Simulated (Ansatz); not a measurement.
Coupled-cluster run, `[CH3][Zn][S][SiH3]`.

```yaml
crystal:
  periodic: [false, false, false]
  atoms:
    - {symbol: C, position_ang: [-1.498258, 1.983137, 0.291438]}
    - {symbol: Zn, position_ang: [0.165843, 1.013459, 0.137013]}
    - {symbol: S, position_ang: [2.067498, -0.033803, -0.028168]}
    - {symbol: Si, position_ang: [1.312161, -2.003442, -0.293175]}
    - {symbol: H, position_ang: [-2.221688, 1.406866, 0.871859]}
    - {symbol: H, position_ang: [-1.922284, 2.176797, -0.695745]}
    - {symbol: H, position_ang: [-1.337756, 2.939475, 0.793231]}
    - {symbol: H, position_ang: [0.495121, -2.129361, -1.530718]}
    - {symbol: H, position_ang: [0.461598, -2.436509, 0.848983]}
    - {symbol: H, position_ang: [2.477766, -2.916619, -0.394728]}
basis:
  gaussian: {orbitals: def2-SVP}
correlation: {method: ccsd_t, frozen_orbitals: {C: 1, H: 0, S: 5, Si: 5, Zn: 9}}
```

```sh
$ ansatz run in.yaml --threads 4 --pin off --events-out ev --progress --plain --max-ram 10444MiB
```

Output of Ansatz, abridged:

```
Functional definition: HF
1079 factors; integrals over basis functions are off by at most 1.2e-3 eV
mean field evaluation 1: about -68167.5015 eV, gradient 2.7e1 eV
mean field evaluation 2: about -68167.5548 eV, gradient 2.7e1 eV
mean field evaluation 4: about -68169.6802 eV, gradient 3.5e0 eV
mean field evaluation 8: about -68169.7160 eV, gradient 2.2e-4 eV
mean field -68169.71602847 eV, -2505.1908569530 hartree, gradient 9.9e-6 eV, S^2 0.000000; 0 other end points of the search recorded, 0 dependent functions left out
20 core orbitals not correlated: weight in the atoms' cores, before any rotation towards them, 1.000 or more for the frozen orbitals, at most 0.000 for the correlated occupied ones
reference -68169.71602847 eV, -2505.1908569530 hartree; 16, 16 occupied and 75, 75 virtual orbitals, 1079 factors
second order -18.59438608 eV of doubles, -0.00000000 eV of singles
cycle   1  -18.70733687 eV  change   -1.1e-1 eV  update   1.1e-1
cycle   2  -19.25774221 eV  change   -5.5e-1 eV  update   3.8e-2
cycle   3  -19.38120116 eV  change   -1.2e-1 eV  update   1.8e-2
cycle   4  -19.37598178 eV  change    5.2e-3 eV  update   4.6e-3
cycle   5  -19.37313534 eV  change    2.8e-3 eV  update   2.1e-3
cycle   6  -19.37281740 eV  change    3.2e-4 eV  update   5.4e-4
cycle   7  -19.37264918 eV  change    1.7e-4 eV  update   2.0e-4
cycle   8  -19.37259604 eV  change    5.3e-5 eV  update   6.4e-5
cycle   9  -19.37260888 eV  change   -1.3e-5 eV  update   2.1e-5
perturbative correction -0.55584940 eV, -0.0204270887 hartree
Total energy: -68189.64448675 eV, -2505.9232142870 hartree
```

Run time 3.1 s (4 threads of an Intel Xeon Platinum 8488C on a shared host); peak host memory 0.48 GiB.

Correlation energy per correlated electron: -0.623 eV. T1 diagnostic: 0.0117.
